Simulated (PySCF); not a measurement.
Spinor energies of Si⁸⁺ (silicon, charge +8)

Start: [He] 2s2 2p2; 2p1/2 filled at m_j = -1/2, +1/2. Calculated with PySCF 2.14 in an uncontracted even-tempered set (18 s from 0.97 bohr⁻², ratio 2.4; 11 p from 1.3 bohr⁻², ratio 2.4; 5 d from 5.7 bohr⁻², ratio 2.6; 5 f from 8.5 bohr⁻², ratio 2.6): generalised Hartree-Fock with the X2C-1e Hamiltonian and a Gaussian nucleus; one run each with spin-orbit coupling (SO) switched off, then screened by Boettger's factors.

```json
{"spinor shell": "1s1/2", "electrons": "2", "ε, spin-free (eV)": "-2160.9", "ε, screened SO (eV)": "-2160.9", "weight of nominal j (screened SO)": "1.000", "rms radius, screened SO (bohr)": "0.128"}
{"spinor shell": "2s1/2", "electrons": "2", "ε, spin-free (eV)": "-379.04", "ε, screened SO (eV)": "-379.02", "weight of nominal j (screened SO)": "1.000", "rms radius, screened SO (bohr)": "0.547"}
{"spinor shell": "2p1/2", "electrons": "2", "ε, spin-free (eV)": "-352.56", "ε, screened SO (eV)": "-352.70", "weight of nominal j (screened SO)": "0.537", "rms radius, screened SO (bohr)": "0.491"}
```

```tsv
quantity	spin-free	screened SO
E (hartree)	-252.05367	-252.06558
M_J	0	0
⟨J²⟩	2.001	1.843
⟨L²⟩	2.000	1.996
⟨S²⟩	2.001	1.997
```

The determinant has a definite M_J but mixes levels of different J.

Each row is a mean over spinors that exchange with the open shell spreads, by up to 20.356 eV (2s1/2).

Rows whose weight is well below 1 are mixtures of j = l ± 1/2: exchange outweighs spin-orbit coupling there, and the label is only the starting occupation.

Without spin-orbit coupling the j labels of p, d and f shells carry no meaning; the spin-free column gives the mean over the occupied spinors of each nl shell.
